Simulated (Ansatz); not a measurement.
An input meant for BODIPY (C₁₃H₁₅BF₂N₂) (charge 0, singlet).

```yaml
crystal:
  periodic: [false, false, false]
  atoms:
    - {symbol: C, position_ang: [4.953008, -5.675774, 0.636006]}
    - {symbol: C, position_ang: [4.521457, -2.909796, 0.244487]}
    - {symbol: C, position_ang: [6.322682, -1.016779, -0.161051]}
    - {symbol: C, position_ang: [5.023538, 1.317278, -0.477876]}
    - {symbol: C, position_ang: [6.096296, 3.875196, -0.961533]}
    - {symbol: N, position_ang: [2.503592, 0.907958, -0.267903]}
    - {symbol: C, position_ang: [2.114926, -1.661534, 0.178364]}
    - {symbol: C, position_ang: [-0.329388, -2.620678, 0.471615]}
    - {symbol: C, position_ang: [-2.456901, -1.061939, 0.320862]}
    - {symbol: C, position_ang: [-5.094569, -1.648998, 0.551482]}
    - {symbol: C, position_ang: [-6.193744, -4.209848, 1.025065]}
    - {symbol: C, position_ang: [-6.370219, 0.644416, 0.231527]}
    - {symbol: C, position_ang: [-4.536334, 2.569415, -0.181100]}
    - {symbol: C, position_ang: [-4.943102, 5.320445, -0.621227]}
    - {symbol: N, position_ang: [-2.198830, 1.524005, -0.125033]}
    - {symbol: B, position_ang: [0.371516, 2.953561, -0.478222]}
    - {symbol: F, position_ang: [0.449146, 4.094501, -2.863863]}
    - {symbol: F, position_ang: [0.665293, 4.764207, 1.430122]}
    - {symbol: H, position_ang: [3.853787, -6.418375, 2.259854]}
    - {symbol: H, position_ang: [4.382665, -6.792592, -1.048748]}
    - {symbol: H, position_ang: [6.973476, -6.078832, 0.996593]}
    - {symbol: H, position_ang: [8.380557, -1.251936, -0.230035]}
    - {symbol: H, position_ang: [5.438171, 5.228615, 0.496778]}
    - {symbol: H, position_ang: [5.408215, 4.621076, -2.796144]}
    - {symbol: H, position_ang: [8.183787, 3.822996, -0.975285]}
    - {symbol: H, position_ang: [-0.585732, -4.652343, 0.825433]}
    - {symbol: H, position_ang: [-8.274969, -4.113486, 1.205231]}
    - {symbol: H, position_ang: [-5.755181, -5.544005, -0.535013]}
    - {symbol: H, position_ang: [-5.442504, -5.066593, 2.786998]}
    - {symbol: H, position_ang: [-8.419863, 0.946121, 0.284477]}
    - {symbol: H, position_ang: [-6.973617, 5.801107, -0.541305]}
    - {symbol: H, position_ang: [-3.900031, 6.448020, 0.804646]}
    - {symbol: H, position_ang: [-4.167109, 5.884646, -2.485185]}
basis:
  gaussian: {orbitals: STO-3G, nuclear_model: gaussian}
hamiltonian: {xc: {name: r2SCAN}}
scf: {omitted_lower_state_checks: [starts]}
```

```sh
$ ansatz run in.yaml --threads 2 --pin off --events-out ev --progress --plain --max-ram 31744MiB --backend cuda --devices 0, --max-vram 18GiB
```

Output, abridged:

```
Functional definition: r2SCAN
1357 factors; integrals over basis functions are off by at most 3.7e-5 eV
mean field evaluation 1: about -22158.5149 eV, gradient 1.6e2 eV
mean field evaluation 2: about -18498.1833 eV, gradient 1.7e2 eV
mean field evaluation 4: about -20560.2773 eV, gradient 1.8e2 eV
mean field evaluation 8: about -22330.3634 eV, gradient 4.4e1 eV
mean field evaluation 16: about -22338.5607 eV, gradient 8.9e-1 eV
mean field evaluation 32: about -22337.9259 eV, gradient 4.3e-4 eV
mean field -22337.92585293 eV, -820.9036339053 hartree, gradient 2.6e-6 eV, S^2 0.000000; 0 other end points of the search recorded, 0 dependent functions left out
reference -22337.92588000 eV, -820.9036348999 hartree; 65, 65 occupied and 40, 40 virtual orbitals, 1357 factors
Total energy: -22337.92588000 eV, -820.9036348999 hartree
Checks for a lower state left out: starts
```

In this input the coordinates are in bohr but typed as ångström. The calculation finished and met its thresholds. The result belongs to that input, not to the species as meant.
